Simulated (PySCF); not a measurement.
F₂S, charge +1, doublet, at a GFN2-xTB geometry (a state made from the parent by changing its charge; the spin is typed, not shown lowest), with bond 1-2 at 1.25 times its length; B3LYP/def2-SV(P) run with PySCF.

Input for PySCF:
```python
from pyscf import gto, scf, dft

mol = gto.Mole()
mol.atom = '''
    F    -1.47377373   -0.74450737   -0.00221284
    S    -0.00398359    0.53886100   -0.00620045
    F     1.18689763   -0.47014141    0.01403339
'''
mol.basis = 'def2-sv(p)'
mol.charge = 1
mol.spin = 1
mol.verbose = 4
mol.build()

mf = dft.UKS(mol)
mf.xc = 'b3lyp'
mf.kernel()
mo_i, mo_e, stable_i, stable_e = mf.stability(internal=True, external=False, return_status=True, nroots=6, tol=1e-6)
print('internally stable:', stable_i, ' externally stable:', stable_e)
if not stable_i:
    umf = mf.copy()
    umf.scf_summary = {}
    umf.kernel(umf.make_rdm1(mo_i, mf.mo_occ))
```

Problem. What does PySCF print? Leave out banner, timings and long lists.

Solution. 
```
PySCF version 2.14.0

[INPUT] verbose = 4
[INPUT] num. atoms = 3
[INPUT] num. electrons = 33
[INPUT] charge = 1
[INPUT] spin (= nelec alpha-beta = 2S) = 1
[INPUT] symmetry False subgroup None
[INPUT] Mole.unit = angstrom
[INPUT] Symbol           X                Y                Z      unit          X                Y                Z       unit  Magmom
[INPUT]  1 F     -1.473773730000  -0.744507370000  -0.002212840000 AA   -2.785028719279  -1.406915027020  -0.004181661557 Bohr   0.0
[INPUT]  2 S     -0.003983590000   0.538861000000  -0.006200450000 AA   -0.007527894093   1.018299709209  -0.011717152349 Bohr   0.0
[INPUT]  3 F      1.186897630000  -0.470141410000   0.014033390000 AA    2.242911458595  -0.888438504717   0.026519263699 Bohr   0.0

nuclear repulsion = 103.89370692071
number of shells = 20
number of NR pGTOs = 84
number of NR cGTOs = 46
basis = def2-sv(p)
ecp = {}

******** <class 'pyscf.dft.uks.UKS'> ********
method = UKS
initial guess = minao
damping factor = 0
level_shift factor = 0
DIIS = <class 'pyscf.scf.diis.CDIIS'>
diis_start_cycle = 1
diis_space = 8
diis_damp = 0
SCF conv_tol = 1e-09
SCF conv_tol_grad = None
SCF max_cycles = 50
direct_scf = True
direct_scf_tol = 1e-13
number electrons alpha = 17  beta = 16
XC library pyscf.dft.libxc version 7.1.2
    S. Lehtola, C. Steigemann, M. J. T. Oliveira, and M. A. L. Marques,  SoftwareX 7, 1–5 (2018)
XC functionals = b3lyp
    P. J. Stephens, F. J. Devlin, C. F. Chabalowski, and M. J. Frisch,  J. Phys. Chem. 98, 11623 (1994)
radial grids:
    Treutler-Ahlrichs [JCP 102, 346 (1995); DOI:10.1063/1.469408] (M4) radial grids

becke partition: Becke, JCP 88, 2547 (1988); DOI:10.1063/1.454033
pruning grids: <function nwchem_prune>
grids dens level: 3
symmetrized grids: False
atomic radii adjust function: <function treutler_atomic_radii_adjust>
small_rho_cutoff = 0
Set gradient conv threshold to 3.16228e-05
tot grids = 47408
init E= -597.607851382503

cycle= 1 E= -596.848412728963  delta_E= 0.759  |g|= 0.685  |ddm|=  1.4
cycle= 2 E= -590.873763256303  delta_E= 5.97  |g|= 2.87  |ddm|= 2.78
cycle= 3 E= -596.715086348976  delta_E= -5.84  |g|= 1.01  |ddm|= 2.55
cycle= 4 E= -597.098646383807  delta_E= -0.384  |g|= 0.111  |ddm|= 0.662
cycle= 5 E= -597.101996598783  delta_E= -0.00335  |g|= 0.0674  |ddm|= 0.127
cycle= 6 E= -597.103745122927  delta_E= -0.00175  |g|= 0.0247  |ddm|= 0.037
cycle= 7 E= -597.104062375526  delta_E= -0.000317  |g|= 0.00461  |ddm|= 0.0208
cycle= 8 E= -597.104076342795  delta_E= -1.4e-05  |g|= 0.00133  |ddm|= 0.00623
cycle= 9 E= -597.104078634015  delta_E= -2.29e-06  |g|= 0.00107  |ddm|= 0.00244
cycle= 10 E= -597.104081630319  delta_E= -3e-06  |g|= 0.000358  |ddm|= 0.00436
cycle= 11 E= -597.104082525917  delta_E= -8.96e-07  |g|= 0.000265  |ddm|= 0.00319
cycle= 12 E= -597.104082684614  delta_E= -1.59e-07  |g|= 9.75e-05  |ddm|= 0.00123
cycle= 13 E= -597.104082704896  delta_E= -2.03e-08  |g|= 3.22e-05  |ddm|= 0.000483
cycle= 14 E= -597.104082706257  delta_E= -1.36e-09  |g|= 1.03e-05  |ddm|= 0.000122
cycle= 15 E= -597.104082706325  delta_E= -6.78e-11  |g|= 5.25e-06  |ddm|= 1.82e-05
Extra cycle  E= -597.104082706219  delta_E= 1.06e-10  |g|= 1.73e-05  |ddm|= 1.65e-05
converged SCF energy = -597.104082706219  <S^2> = 0.75450825  2S+1 = 2.0045032
uhf_internal: lowest eigs of H = [0.12280629 0.15344612 0.16975039 0.19498635 0.19826693 0.20747231]
<class 'pyscf.dft.uks.UKS'> wavefunction is stable in the internal stability analysis
internally stable: True  externally stable: None
```
